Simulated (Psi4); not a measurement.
Here is a job for Psi4.
```
memory 2 GB

molecule mol {
1 2
Ge    0.000000    0.000000    0.000000
}

set {
  basis def2-svp
  reference uks
}

energy('pbe0')
print_variables()
```

Question: Estimate the <S^2> that PBE0/def2-SVP (Psi4) returns for this input.

Answer: 0.753

Question: Predict the number of basis functions from PBE0/def2-SVP.

Answer: 32

Question: What total energy does PBE0/def2-SVP give?

Answer: -2076.1026 Eh

These values belong to the state on which the SCF converged, which isn't shown to be the lowest.
